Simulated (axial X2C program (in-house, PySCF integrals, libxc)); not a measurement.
Estimating the spin–orbit splitting of the π levels of InI

Computed with an in-house relativistic program for diatomic molecules. Spin-free means the one-electron spin-free X2C Hamiltonian; two-component (2c) means X2C with spin–orbit coupling and atomic mean-field two-electron Coulomb and Gaunt terms, so the difference of the two also holds small scalar two-electron terms. Basis: I dyall-cv3z [11s12p8d4f1g], In dyall-cv3z [11s12p9d4f1g] (cores contracted in-house); Gaussian nuclei, density fitting, unrestricted open shells. Masses: I 126.904 u, In 114.904 u.

Hartree–Fock at 2.785 Å, closed shell. Valence p splittings ε(p3/2) − ε(p1/2) of spherical Dirac–Hartree–Fock atoms with fractionally filled p shells: I 5p 1.126 eV.

| filled π level (eV), spin-free | In p share | I p share |
| --- | --- | --- |
| -9.56 | 0.04 | 0.92 |

Q: In first order a p shell splits by 3ζ/2 and a π orbital by ζ. Estimate the splitting of each π level from the shares.

A: level -9.56 eV: (2/3) × (0.92 × 1.126) = 0.69 eV.

The two-component Hartree–Fock calculation gives:

```json
{"ε(ω = 1/2) (eV)": "-10.032", "σ share of it": "0.09", "ε(ω = 3/2) (eV)": "-9.215", "splitting (eV)": "0.82", "estimate (eV)": "0.69"}
```

The estimate leaves out the mixing of π1/2 with σ1/2 levels, which pushes the ω = 1/2 spinor up or down, the d and f parts of the orbital, small shares of the strongly split outer-core p shell of a metal, the Gaunt term (absent from the atomic values), and the change of the atomic p orbitals with charge; Löwdin shares depend on the basis.
